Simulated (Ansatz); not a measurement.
Total energies of CH$_{6}$FNSi$_{2}$, SMILES `N[Si]1(F)C[SiH2]1`.

Z-matrix (Å, degrees):
```
Si
F 1 1.602
C 1 1.855 2 114.0
N 1 1.694 2 114.5 3 137.5
Si 1 2.230 2 120.6 3 -63.1
H 3 1.090 1 117.7 2 -4.1
H 3 1.088 1 119.5 2 136.6
H 4 1.006 1 121.3 2 78.6
H 4 1.008 1 121.5 2 -73.8
H 5 1.483 1 123.4 2 3.2
H 5 1.483 1 122.9 2 -160.8
```

Charge 0, multiplicity 1. The structure was optimised at the PBE0-D4/def2-TZVP level. It is one conformer, not always the lowest. Basis def2-TZVPP, the Gaussian-basis code of Ansatz.

RPA on PBE orbitals: Hartree–Fock energy of these orbitals -773.21405 Eh, correlation -1.43026 Eh (frozen core).

| functional | energy without D4 (Eh) | D4 term (kJ/mol) |
| --- | --- | --- |
| PBE0 | -775.01223 | -21.1 |
| ωB97M-V | -775.35350 | – |

(1) Give the same for LDA (SPW92), PBE, revPBE, BLYP, r2SCAN, B97M-V, B3LYP, r2SCANh, r2SCAN0, HSE06 (plane-wave form), BHLYP, CAM-B3LYP, LC-ωPBE, ωB97X-V, B2PLYP, PBE-QIDH. (Best estimate.)

B3LYP takes the VWN-RPA correlation (the form of Gaussian; ORCA's B3LYP/G). HSE06 is the plane-wave form, built on full-range PBE exchange. The double hybrids freeze the cores in their second-order part.

## Answers

(1) Ansatz gave: 
```
             functional  energy without D4 (Eh)  D4 term (kJ/mol)
            LDA (SPW92)              -771.67816                 –
                    PBE              -774.94552             -24.9
                 revPBE              -775.27484             -70.8
                   BLYP              -775.40423             -54.2
                 r2SCAN              -775.31746              -6.0
                 B97M-V              -775.27577                 –
                  B3LYP              -775.50702             -40.3
                r2SCANh              -775.30418              -6.4
                r2SCAN0              -775.28547              -7.1
HSE06 (plane-wave form)              -774.98967             -19.7
                  BHLYP              -775.36844             -32.2
              CAM-B3LYP              -775.40488             -21.5
                LC-ωPBE              -775.16837                 –
                ωB97X-V              -775.30919                 –
                 B2PLYP              -775.08781                 –
               PBE-QIDH              -774.81744                 –
```

LC-ωPBE has ω = 0.4 bohr⁻¹.
